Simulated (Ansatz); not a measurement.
Geometry optimisation, Ansatz, RHF/def2-SVP.

Input:

```yaml
crystal:
  periodic: [false, false, false]
  atoms:
    - { symbol: Ti, position_ang: [0.0, 0.0, 0.0] }
    - { symbol: O, position_ang: [0.0, 0.0, 1.92] }
    - { symbol: H, position_ang: [-0.9095, -0.2814, 2.2571] }
    - { symbol: F, position_ang: [1.7257, 0.0, -0.6094] }
    - { symbol: F, position_ang: [-0.8619, 1.4933, -0.6094] }
    - { symbol: Cl, position_ang: [-1.1163, -1.9339, -0.7892] }
basis:
  gaussian: { orbitals: def2-SVP }
hamiltonian:
  xc: hf
relax:
  f_tol: 0.02
  max_steps: 40
output:
  orbitals: {}
```

Launched with:

```bash
$ ansatz run input.yaml --threads 1 --pin off --max-ram 2048MiB --backend cpu --events-out ev --progress --plain --runs-dir out
```

**Question.** Where does it end, and by what steps?

**Answer.** The run converged. After 10 steps the energy has fallen by 1.325 eV; H3 moved furthest, 0.55 Å.

```csv
step,energy less start (eV),largest force component (eV/Å),accepted
0,0.0000,3.689,yes
1,-1.1313,1.313,yes
2,-1.2147,0.382,yes
3,-1.2461,0.406,yes
4,-1.2724,0.424,yes
5,-1.2718,1.599,no
6,-1.3004,0.211,yes
7,-1.3147,0.187,yes
8,-1.3237,0.085,yes
9,-1.3242,0.112,yes
10,-1.3247,0.006,yes
```

```xyz
6
Properties=species:S:1:pos:R:3
Ti -0.096 -0.048 -0.033
O -0.325 -0.085 1.668
H -0.504 -0.125 2.595
F 1.590 -0.016 -0.394
F -0.815 1.377 -0.687
Cl -1.012 -1.824 -0.981
```

Whether the end is a true minimum wasn't checked by a vibrational analysis.

The run took 36 s on 1 thread of Arm Neoverse V1, on a shared host, peak memory 0.2 GiB.
